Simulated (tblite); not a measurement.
Species: C4H9SSi (doublet state).
Numbering: `[CH3:1][C:2](=[S:3])[Si:4]([CH3:5])[CH3:6]` (hydrogens: H7, H8, H9 on C1; H10, H11, H12 on C5; H13, H14, H15 on C6)

The geometry is computed with GFN2-xTB (gas phase). This method treats the open shell by occupation alone, without spin polarisation.

Question: List the bond lengths, angles and torsions at this level.

Answer: 
| bond | length (Å) | order |
| --- | --- | --- |
| C1–C2 | 1.502 | single |
| C2=S3 | 1.689 | double |
| C2–Si4 | 1.814 | single |
| Si4–C5, Si4–C6 | 1.894 | single |
| C1–H7, C1–H8, C1–H9 | 1.090 | single |
| C5–H10 and 5 like bonds | 1.087 | single |

Bonds in one row agree within 0.01 Å and their mean is given. Orders are formal, as drawn. A selection of angles:
| angle | degrees |
| --- | --- |
| C2–C1–H7 | 109.5 |
| C2–C1–H9 | 111.7 |
| H7–C1–H8 | 107.8 |
| H7–C1–H9 | 109.2 |
| C1–C2–S3 | 119.3 |
| C1–C2–Si4 | 123.0 |
| S3–C2–Si4 | 117.7 |
| C2–Si4–C5 | 121.4 |
| C2–Si4–C6 | 123.5 |
| C5–Si4–C6 | 115.1 |
| Si4–C5–H10 | 111.5 |
| Si4–C5–H11 | 109.8 |
| H10–C5–H11 | 107.9 |

Dihedral angles: C1–C2–Si4–C5 179° (antiperiplanar). The mirror-image conformer, all signs reversed, is as good.

Si4 (silicon bonded to 3 C) is planar (angles 123.5°, 121.4° and 115.1°, sum 360.0°, 0.00 Å off the plane of its three neighbours). Of the pairs four or more bonds apart, S3···H11 is among the closest relative to their van der Waals radii: 3.06 Å, 102 % of the sum of Bondi's values. C2 (carbon bonded to C, S and Si) is planar (angles 123.0°, 119.3° and 117.7°, sum 360.0°, 0.01 Å off the plane of its three neighbours). The C–Si distances run from 1.814 Å (C2–Si4, drawn single) to 1.898 Å (Si4–C6, drawn single), a spread of 0.084 Å. The 6 heavy atoms lie in one plane (0.005 Å rms).

Its lowest GFN2-xTB frequency is 5 cm⁻¹, too small to tell a flat minimum from a shallow saddle.

The run took 0.87 s of wall time on one thread, Arm Neoverse V1 (aarch64), on a shared host. That covers the optimisation of the geometry.
